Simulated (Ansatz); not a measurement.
Coupled-cluster diagnostics for Na₄Li₃⁻, Ansatz.

Geometry of the singlet (PBE/def2-SVPD):

Cartesian coordinates in Å:
```
Li 0.545 0.665 -0.523
Li -1.900 1.633 0.610
Li -1.662 -1.326 -0.092
Na 0.019 -0.369 2.435
Na -1.487 0.661 -2.747
Na 1.333 -2.322 -0.628
Na 3.151 1.058 0.945
```

Correlated methods freeze 4 core orbitals; core or outer-core shells of Li, Na are correlated, in sets that lack core-valence functions. Another isomer (singlet) lies 0.03 eV lower at r2SCAN/def2-TZVPD; other spin states weren't run for this one.

(1) Estimate the CCSD(T) correlation energy, the shares of MP2 and (T), T1 and the reference's ⟨S²⟩ for: charge -1, singlet, own geometry in def2-SVPD; and the rough time on 4 threads of Arm Neoverse V2 on a shared host.

## Answers

(1) 
```json
{"state": "charge -1, singlet, own geometry", "basis": "def2-SVPD", "correlation (eV)": "-4.590", "MP2 share (%)": "79.7", "(T) share (%)": "9.2", "T1": "0.014", "⟨S²⟩ (pure)": "0.00 (0.00)", "wall time": "17 s", "remarks": "restricted SCF unstable"}
```
Customary marks for T1 are 0.02 (closed shells), 0.045 (open shells) and about 0.05 (3d metals). T1 stays under 0.02 throughout.
